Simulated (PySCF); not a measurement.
**Spinor energies of Ca⁺ (calcium, charge +1)**

Start: [Ar] 4s1; 4s1/2 filled at m_j = +1/2. Calculated with PySCF 2.14 in x2c-SVPall-2c: generalised Hartree-Fock with the X2C-1e Hamiltonian and a Gaussian nucleus; one run each with spin-orbit coupling (SO) switched off, then screened by Boettger's factors.

```tsv
spinor shell	electrons	ε, spin-free (eV)	ε, screened SO (eV)	weight of nominal j (screened SO)	rms radius, screened SO (bohr)
1s1/2	2	-4090.4	-4090.4	1.000	0.0889
2s1/2	2	-468.40	-468.39	1.000	0.393
2p1/2	2	-378.10	-380.68	1.000	0.360
3s1/2	2	-68.305	-68.304	1.000	1.24
3p1/2	2	-43.244	-43.535	0.978	1.38
3p3/2	4	-43.244	-43.100	0.989	1.38
4s1/2	1	-11.323	-11.323	1.000	4.03
```

**Question.** Where does 2p3/2 lie, and what is the 2p spin-orbit splitting (screened SO)?

**Answer.** At -376.82 eV, 3.855 eV above 2p1/2.

```csv
quantity,spin-free,screened SO
E (hartree),-679.34464,-679.34714
M_J,1/2,1/2
⟨J²⟩,0.750,0.750
⟨L²⟩,0.000,0.000
⟨S²⟩,0.750,0.750
```

Each row is a mean over spinors that exchange with the open shell spreads, by up to 0.303 eV (3s1/2).

Without spin-orbit coupling the j labels of p, d and f shells carry no meaning; the spin-free column gives the mean over the occupied spinors of each nl shell.
